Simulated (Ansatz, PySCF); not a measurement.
HLi, charge -1, doublet, at the geometry of the source list (a state made from the parent by changing its charge; the spin is typed, not shown lowest) (in this run its highest filled SCF level lies above zero, so its values depend strongly on the basis, on diffuse functions most of all), atoms displaced at random by about 0.03 Å a coordinate. Base run: B3LYP/cc-pVDZ, gradient in PySCF.

Here is a job for PySCF.
```python
from pyscf import gto, scf, dft

mol = gto.Mole()
mol.atom = '''
    Li    0.407988    0.061709   -0.527084
    H    -0.436928   -0.125642    0.555340
'''
mol.basis = 'cc-pvdz'
mol.charge = -1
mol.spin = 1
mol.verbose = 4
mol.build()

mf = dft.UKS(mol)
mf.xc = 'b3lyp'
mf.kernel()
g = mf.nuc_grad_method()
grad = g.kernel()
```

Programs used: Ansatz (a program for electronic structure), PySCF; a row that names a program was run with it.

The coordinate followed is y of atom 1.

Variants of this job, named by their change:

| change | dE/dx (Eh/bohr) | net force (Eh/bohr) |
|---|---|---|
| base | -0.006387 | 0.000007 |
| finite difference step (bohr) = 1e-3; conv_tol = 1e-11 | -0.006389 | - |
| code = ansatz | -0.006357 | 0.000000 |
| grid_response = on | -0.006389 | 0.000000 |
| finite difference step (bohr) = 0.2; conv_tol = 1e-11 | -0.006245 | - |
| finite difference step (bohr) = 0.01; conv_tol = 1e-11 | -0.006388 | - |
| grids.level = 5; grid_response = off | -0.006387 | 0.000001 |
| conv_tol = 1e-6 | -0.006387 | 0.000007 |
| finite difference step (bohr) = 1e-4; conv_tol = 1e-11 | -0.006389 | - |
| conv_tol = 1e-4 | -0.006387 | 0.000007 |
| density fitting = on | -0.006383 | 0.000007 |
| grids.level = 1; grid_response = off | -0.006383 | 0.000057 |

The net force is zero for an exact gradient.

Open shells are given as the SCF converged; they aren't shown to be the lowest states, and a large step between rows can be another state.
